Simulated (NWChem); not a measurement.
System: BeIBr; SMILES [Br][Be][I]

```xyz
3

Be     0.3753     0.0822    -0.3375
Br     1.8285     0.3875    -1.6263
I     -1.2253    -0.2616     1.0925
```
Atoms are numbered in this order, from 1.

Level: PBE-D3(BJ)/def2-SVP with def2 effective core potentials on I (NWChem), optimised geometry, unscaled harmonic frequencies. This build's default masses of Se (78.918 u) and Br (79.917 u) are each other's, which moves their modes by up to 0.6 %. def2 effective core potentials on I; no spin-orbit coupling.

Task: List the harmonic frequencies with IR intensities, and the thermochemistry.

Result: 
```
frequency (cm⁻¹)  IR intensity (km/mol)
----------------  ---------------------
188                                 9.5
196                                 0.1
943                               358.6
```

```json
{
 "zero_point_energy": "1.9 kcal/mol",
 "thermal correction to the enthalpy at 298.15 K (with zero-point energy)": "5.0 kcal/mol",
 "heat capacity Cv": "10.1 cal/(mol K)",
 "entropy at 298.15 K and 1 atm (symmetry number 1)": "63.0 cal/(mol K)"
}
```

Rigid rotor and harmonic oscillator.
